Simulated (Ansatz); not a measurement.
Geometry optimisation, UKS LDA/def2-SVP in Ansatz.

Input:

```yaml
crystal:
  periodic: [false, false, false]
  atoms:
    - { symbol: Si, position_ang: [-0.464929, -0.43123, -0.380998] }
    - { symbol: H, position_ang: [0.982206, -0.327128, -0.418212] }
    - { symbol: Cl, position_ang: [-0.968525, -2.056606, -1.524975] }
    - { symbol: Cl, position_ang: [-1.037821, -0.747722, 1.560337] }
    - { symbol: H, position_ang: [-1.160471, 0.769064, -0.923138] }
    - { symbol: H, position_ang: [1.566547, 1.0065, 0.82953] }
    - { symbol: F, position_ang: [1.082994, 1.787121, 0.857355] }
magnetization:
  spin_polarized: true
basis:
  gaussian: { orbitals: def2-SVP }
hamiltonian:
  xc: lda
relax:
  f_tol: 0.03
  max_steps: 50
```

Launched with:

```bash
$ ansatz run input.yaml --threads 2 --pin off --max-ram 3072MiB --backend cpu --events-out ev --progress --plain --runs-dir out
```

Question: Where does it end, and by what steps?

Answer: The run converged. After 10 steps the energy has fallen by 0.293 eV; H6 moved furthest, 1.05 Å.

```csv
step,energy less start (eV),largest force component (eV/Å),accepted
0,0.0000,0.967,yes
1,-0.0458,0.557,yes
2,-0.0478,1.188,yes
3,-0.0670,0.835,yes
4,-0.0851,0.602,yes
5,-0.1288,1.009,yes
6,-0.1582,1.455,yes
7,-0.2464,0.242,yes
8,-0.2646,0.987,yes
9,-0.2924,0.064,yes
10,-0.2934,0.020,yes
```

```xyz
7
Properties=species:S:1:pos:R:3
Si -0.252 -0.395 -0.505
H 1.187 -0.525 -0.869
Cl -1.262 -1.968 -1.356
Cl -0.448 -0.646 1.568
H -0.947 0.862 -0.902
H 0.691 1.082 1.398
F 1.032 1.589 0.667
```

Whether the end is a true minimum wasn't checked by a vibrational analysis.

Time of the run: 13 s on 2 threads of Arm Neoverse V2, on a shared host, peak memory 0.13 GiB.
